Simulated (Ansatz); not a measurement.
`[CH3][Ge]([F])([SiH3])[Cl]` + H₂ → `[CH3][GeH]([F])[SiH3]` + HCl at 400 K and 1 bar (hydrogenolysis of a Ge–Cl bond).

Calculated with Ansatz (gas phase, PBE0-D4/def2-TZVP geometries, no zero-point term in ΔE). CCSD(T)/CBS is the MP2 limit (def2-TZVPP, def2-QZVPP) plus CCSD(T) − MP2 in def2-TZVPP, frozen cores. This one scheme is used for every species. For Ge outer-core shells are correlated without core-valence functions, which leaves a few kJ/mol of doubt a bond. Scalar relativity is left out up to krypton.

```tsv
species	CCSD(T)/CBS energy (Eh)	H − E (kJ/mol)	S (J/(mol·K))
`[CH3][Ge]([F])([SiH3])[Cl]`	-2966.52107	212.7	441.8
H₂	-1.17544	38.0	139.0
`[CH3][GeH]([F])[SiH3]`	-2507.28788	224.2	404.7
HCl	-460.38127	29.6	195.4
```

H − E and S are ideal-gas, rigid-rotor, harmonic terms from PBE0-D4/def2-TZVP, for one conformer and one mirror image of each species. The MP2-based limit puts H₂ 0.8 mEh under its directly extrapolated value; such offsets cancel only in part. 1 Eh = 2625.50 kJ/mol, R = 8.31446 J/(mol·K).

By hand: ΔE, ΔH, ΔS and ΔG.

ΔE = (-2507.28788) + (-460.38127) − (-2966.52107) − (-1.17544) = 0.02736 Eh = 71.8 kJ/mol. Δ(H − E) = 224.2 + 29.6 − 212.7 − 38.0 = 3.1, so ΔH = 74.9 kJ/mol. ΔS = 404.7 + 195.4 − 441.8 − 139.0 = 19.3 J/(mol·K). ΔG = 74.9 − 400 × (19.3)/1000 = 67.2 kJ/mol.

By hand: the equilibrium constant, and the temperature at which ΔG would vanish if ΔH and ΔS stayed fixed.

log₁₀ K = −ΔG/(RT ln 10) = -8.8. ΔG = 0 at ΔH/ΔS = 3881 K, far beyond where these terms or the molecules hold.

ΔH outweighs TΔS. A doubt of 5 kJ/mol in ΔE shifts log₁₀ K by 0.7 here. Other conformers and mirror images would add mixing entropy, several J/(mol·K) or more a flexible species. These are equilibria of isolated gas molecules and say nothing of rates. Largest T1 diagnostic: 0.012 (customary marks: 0.02 for closed shells, 0.045 for open ones).
